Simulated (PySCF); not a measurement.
B(CF3)(H)(OMe) (C2H4BF3O), SMILES COBC(F)(F)F. Atoms are numbered in the order given.

```xyz
11

B     -0.2183    -0.2729     1.1539
C      0.6073     0.5037     0.0000
F     -0.1804     1.3856    -0.6511
F      1.0803    -0.3535    -0.9266
F      1.6523     1.1868     0.4700
H      0.0688    -0.1252     2.3154
O     -1.2267    -1.0873     0.8554
C     -1.7076    -1.3917    -0.4395
H     -1.1768    -2.2705    -0.8337
H     -2.7754    -1.6325    -0.3525
H     -1.5805    -0.5506    -1.1353
```

Geometry: PBE0-D3(BJ)/def2-SVP. The values are those of a single conformer.

Two levels are set side by side: PBE/pcSseg-1 (PySCF) and PBE0/pcSseg-1 (PySCF). GIAO shifts against BF3 (¹¹B), CFCl3 (¹⁹F), H2O (¹⁷O), TMS (¹H), TMS (¹³C) at the same level; non-relativistic, no solvent, atoms listed together averaged. Differences are taken from unrounded values.

| quantity | PBE |
|---|---|
| δ(¹¹B) of B1 (ppm) | 25.8 |
| δ(¹³C) of C2 (ppm) | 134.8 |
| δ(¹H) of H6 (ppm) | 5.22 |
| δ(¹⁷O) of O7 (ppm) | 209.6 |
| δ(¹³C) of C8 (ppm) | 60.9 |

### Question
These are the PBE values. What does PBE0 give? (The exact figures need the calculation; the answer reports its results.)

### Answer

```json
[
 {"quantity": "δ(¹¹B) of B1 (ppm)", "PBE0": "26.5", "PBE minus PBE0": "-0.7"},
 {"quantity": "δ(¹³C) of C2 (ppm)", "PBE0": "129.6", "PBE minus PBE0": "5.2"},
 {"quantity": "δ(¹H) of H6 (ppm)", "PBE0": "5.18", "PBE minus PBE0": "0.04"},
 {"quantity": "δ(¹⁷O) of O7 (ppm)", "PBE0": "188.6", "PBE minus PBE0": "21.0"},
 {"quantity": "δ(¹³C) of C8 (ppm)", "PBE0": "59.3", "PBE minus PBE0": "1.6"}
]
```

Rough cost on one machine, each run with all the roots and properties that it gave: PBE0 against PBE within a factor of 2.
